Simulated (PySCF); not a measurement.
**Spin states and ions at one geometry of [Bi(NH2)4]−**

PySCF 2.14.0, RKS BP86, Bi def2-SVP with ECP60, N def2-SVP, H def2-SVP; non-relativistic Hamiltonian with scalar-relativistic core potentials where named; density fitting; no spin-orbit coupling; singlets restricted, open shells unrestricted. The geometry is relaxed for charge -1, singlet, vacuum:

```xyz
13

Bi    0.8296    0.0000    0.0000
N     0.0823    1.6336    1.6336
H     0.5892    1.3612    2.5019
H     0.5892    2.5019    1.3612
N    -0.4487   -1.3102    1.3102
H    -1.0474   -0.5783    1.7378
H    -1.0474   -1.7378    0.5783
N     0.0823   -1.6336   -1.6336
H     0.5892   -2.5019   -1.3612
H     0.5892   -1.3612   -2.5019
N    -0.4487    1.3102   -1.3102
H    -1.0474    1.7378   -0.5783
H    -1.0474    0.5783   -1.7378
```

Energies count from the relaxed state; an electron taken off or put on is at rest in vacuum. Charges and spins are Mulliken's.

```csv
state,energy (eV),spin squared,charge on Bi1 (e),spin on Bi1 (e),dipole about the centre of mass (D)
"charge -1, singlet, vacuum",0.00,0.00,0.43,0.00,3.67
"charge 0, doublet, vacuum",2.13,0.76,0.58,-0.01,2.06
```

Task: What does the state charge -1, triplet, vacuum give?

Result: energy (eV) 3.54, spin squared 2.01, charge on Bi1 (e) 0.13, spin on Bi1 (e) 0.68, dipole about the centre of mass (D) 1.71.

With an electron taken off (doublet) the charges change, summed by element, by Bi +0.16 e, N +0.36 e, H +0.49 e. The vertical ionisation energy is 2.13 eV, against −ε(HOMO) = -0.68 eV of the relaxed state. The level lies 2.8 eV too high, as is usual for semilocal functionals and global hybrids, which keep a self-interaction error.

Open shells may have lower solutions than those found. Hard to converge, so the more doubtful: charge -1, triplet, vacuum.
